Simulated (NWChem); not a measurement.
System: CH3AlCl2O; SMILES C[O][Al]([Cl])[Cl]

Parts of the log:

```
             Northwest Computational Chemistry Package (NWChem) 7.3.0
             --------------------------------------------------------

 C1  symmetry detected

                             Geometry "geometry" -> ""
                             -------------------------

 Output coordinates in angstroms (scale by  1.889725989 to convert to a.u.)

  No.       Tag          Charge          X              Y              Z
 ---- ---------------- ---------- -------------- -------------- --------------
    1 Al                  13.0000    -0.00132025     0.13689291    -0.00108132
    2 Cl                  17.0000     1.74344661     1.16990310     0.00033717
    3 Cl                  17.0000    -1.81868751     1.03858622     0.00032416
    4 O                    8.0000     0.07111840    -1.50680821    -0.00090707
    5 C                    6.0000     0.07954854    -2.90643913     0.00088920
    6 H                    1.0000     0.65567255    -3.27288045    -0.85131165
    7 H                    1.0000     0.53646736    -3.27098163     0.92310852
    8 H                    1.0000    -0.94211978    -3.28696385    -0.06706105

 Effective nuclear repulsion energy (a.u.)     326.2807374780

                                Z-matrix (autoz)
                                --------

 Units are Angstrom for bonds and degrees for angles

[...]

      ----------------------
      Optimization converged
      ----------------------

  Step       Energy      Delta E   Gmax     Grms     Xrms     Xmax
  ---- ---------------- -------- -------- -------- -------- --------
@   31   -1277.15203361 -1.8D-07  0.00006  0.00002  0.00030  0.00057
                                     ok       ok       ok       ok

                                Z-matrix (autoz)
                                --------

 Units are Angstrom for bonds and degrees for angles

[...]

 Rotational Constants
 --------------------
 A=   0.080805 cm-1  (  0.116257 K)
 B=   0.060879 cm-1  (  0.087590 K)
 C=   0.034950 cm-1  (  0.050285 K)

 Temperature                      =   298.15K
 frequency scaling parameter      =   1.0000

 Zero-Point correction to Energy  =   28.625 kcal/mol  (  0.045617 au)
 Thermal correction to Energy     =   33.263 kcal/mol  (  0.053008 au)
 Thermal correction to Enthalpy   =   33.855 kcal/mol  (  0.053951 au)

 Total Entropy                    =   88.805 cal/mol-K
   - Translational                =   40.434 cal/mol-K (mol. weight = 127.9376)
   - Rotational                   =   28.617 cal/mol-K (symmetry #  =        1)
   - Vibrational                  =   19.753 cal/mol-K

 Cv (constant volume heat capacity) =   21.208 cal/mol-K
   - Translational                  =    2.979 cal/mol-K
   - Rotational                     =    2.979 cal/mol-K
   - Vibrational                    =   15.249 cal/mol-K

[normal modes left out]

 ----------------------------------------------------------------------------
 Normal Eigenvalue ||           Projected Infra Red Intensities
  Mode   [cm**-1]  || [atomic units] [(debye/angs)**2] [(KM/mol)] [arbitrary]
 ------ ---------- || -------------- ----------------- ---------- -----------
    1       -0.000 ||    0.000384           0.009         0.374       0.094
    2       -0.000 ||    0.000002           0.000         0.002       0.001
    3       -0.000 ||    0.000002           0.000         0.002       0.001
    4       -0.000 ||    0.000193           0.004         0.188       0.047
    5        0.000 ||    0.000171           0.004         0.167       0.042
    6        0.000 ||    0.000152           0.004         0.148       0.037
    7       70.299 ||    0.004203           0.097         4.098       1.030
    8       74.288 ||    0.000051           0.001         0.050       0.013
    9       94.799 ||    0.001360           0.031         1.326       0.333
   10      149.285 ||    0.007780           0.179         7.584       1.906
   11      233.687 ||    0.063835           1.473        62.230      15.638
   12      235.971 ||    0.022532           0.520        21.966       5.520
   13      421.886 ||    0.010403           0.240        10.141       2.548
   14      636.207 ||    0.199047           4.592       194.040      48.761
   15      778.624 ||    0.083492           1.926        81.392      20.453
   16     1186.457 ||    0.017261           0.398        16.827       4.228
   17     1189.789 ||    0.000161           0.004         0.157       0.039
   18     1282.903 ||    0.399369           9.214       389.325      97.835
   19     1475.248 ||    0.002453           0.057         2.392       0.601
   20     1478.141 ||    0.002509           0.058         2.446       0.615
   21     1483.234 ||    0.013631           0.314        13.289       3.339
   22     3019.553 ||    0.086341           1.992        84.169      21.151
   23     3106.473 ||    0.034774           0.802        33.899       8.519
   24     3116.256 ||    0.029586           0.683        28.842       7.248
 ----------------------------------------------------------------------------
```

Level: PBE0/def2-SVP. 

### Question
Reconstruct the input file.

### Answer
Several could match; the one computed here: the input that was run:
```
start job
memory heap 200 mb stack 900 mb global 1100 mb
geometry units angstroms
  Al     0.007942     0.031106     0.015363
  Cl     1.381683     1.316175    -0.741444
  Cl    -0.990404     0.375800     1.747520
  O     -0.302056    -1.352227    -0.819677
  C     -0.599869    -2.543311    -1.491739
  H     -0.915018    -2.321414    -2.513447
  H      0.286279    -3.180447    -1.522625
  H     -1.403833    -3.073177    -0.975884
end
basis spherical
  * library def2-svp
end
dft
  xc pbe0
  iterations 150
end
driver
  maxiter 120
end
task dft optimize
task dft freq
```
